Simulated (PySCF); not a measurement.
`C(#C)C=C=CB(F)F`, C5H3BF2

Geometry (Å), atoms numbered from 1 in this order:
```xyz
11

C    -2.4128    0.5321   -1.6831
C    -1.8639    0.4172   -0.6078
C    -1.2506    0.2782    0.6687
C     0.0425    0.4012    0.8828
C     1.3328    0.4919    1.0990
B     2.2495   -0.7544    1.0053
F     3.5540   -0.6429    1.1743
F     1.7699   -1.9566    0.7573
H    -2.8925    0.6347   -2.6389
H    -1.8966    0.0554    1.5293
H     1.7637    1.4733    1.3370
```

Theory: TDDFT CAM-B3LYP/def2-TZVPD excited states, vertical, gas phase in PySCF. Geometry: PBE0-D3(BJ)/def2-SVP.

**Question.** How strongly do the lowest singlets absorb one photon, and two photons of half the energy?

**Answer.** δ for parallel linear polarisation; σ at the peak of a Lorentzian of half width 0.1 eV, single beam; Ω is circular over linear.
| state | E (eV) | f | photon λ (nm) | δ (au) | σ (GM) | Ω | main |
| --- | --- | --- | --- | --- | --- | --- | --- |
| S1 | 4.52 | 0.000 | 548 | 0.25 | 0.00 | 1.34 | HOMO→LUMO 0.92 |
| S2 | 5.65 | 0.035 | 439 | 1.01 | 0.01 | 1.28 | HOMO−1→LUMO+1 0.79, HOMO→LUMO+1 0.09 |
| S3 | 5.66 | 0.282 | 438 | 10.1 | 0.12 | 1.10 | HOMO→LUMO+1 0.70, HOMO−1→LUMO+1 0.11 |
| S4 | 6.10 | 0.000 | 406 | 1.01 | 0.01 | 1.46 | HOMO−2→LUMO+1 0.55, HOMO→LUMO+6 0.10 |
| S5 | 6.14 | 0.000 | 404 | 0.59 | 0.01 | 1.44 | HOMO−2→LUMO+1 0.40, HOMO→LUMO+6 0.14 |
| S6 | 6.58 | 0.005 | 377 | 17.9 | 0.28 | 1.36 | HOMO→LUMO+2 0.57, HOMO→LUMO+6 0.17 |

Among these, the strongest one-photon state is S3, the strongest two-photon state S6, with a dipole change of 1.3 D (relaxed, norm of the difference vector).
